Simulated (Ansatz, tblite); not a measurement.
Isomers of B4H4⁻ (doublet), found by a short tight-binding search and relaxed with r2SCAN-D4/def2-TZVPD in Ansatz.

The xTB rows come from tblite.

A: At PBE-D4/def2-TZVPD, BLYP-D4/def2-TZVPD, r2SCAN-D4/def2-TZVPD the highest occupied level of the charge -1 doublet lies above zero (up to 1.07 eV). By energy differences its removal costs 2.16 eV (vertical, to the charge 0 singlet, at PBE0-D4/def2-TZVPD). B: At PBE-D4/def2-TZVPD, BLYP-D4/def2-TZVPD the highest occupied level of the charge -1 doublet lies above zero (up to 0.43 eV). It is a level of α spin, whose loss leaves a singlet; that state wasn't run at this geometry and level. The electron is either unbound and held by the finite basis, or the level is raised by self-interaction error.

Other spin states weren't relaxed.

A:

```tsv
atom	x (Å)	y (Å)	z (Å)
B1	0.1096	0.6264	-0.8296
B2	0.6041	0.0358	0.8519
B3	-0.9356	0.2793	0.3731
B4	0.2219	-0.9416	-0.3964
H5	0.3467	-2.0597	-0.8245
H6	-2.0549	0.4736	0.7712
H7	0.3412	1.4060	-1.7172
H8	1.3671	0.1802	1.7717
```

B:

Cartesian coordinates in Å:
```
B 0.503 0.465 -0.148
B -0.014 1.008 1.353
B -0.456 -1.062 -0.674
B -0.624 -0.248 0.742
H -1.472 -1.118 -1.343
H 0.298 1.926 2.043
H 1.347 0.836 -0.909
H 0.419 -1.807 -1.064
```

**Question.** Estimate their order by electronic energy at ωB97M-V/def2-TZVPD, counted from the lowest.

**Answer.** A (0.00) < B (0.19), in eV.

**Question.** Do the other levels pick the same lowest one?

**Answer.** All that were run do. Energies above each level's lowest (eV):

| level | A | B |
| --- | --- | --- |
| GFN1-xTB | 0.00 | 0.12 |
| GFN2-xTB | 0.00 | 0.38 |
| PBE-D4/def2-TZVPD | 0.00 | 0.22 |
| BLYP-D4/def2-TZVPD | 0.00 | 0.06 |
| r2SCAN-D4/def2-TZVPD | 0.00 | 0.18 |
| PBE0-D4/def2-TZVPD | 0.00 | 0.25 |
| ωB97M-V/def2-TZVPD | 0.00 | 0.19 |
Point groups (tolerance 0.1 Å): A D2d, B not assigned. Lower isomers may exist.
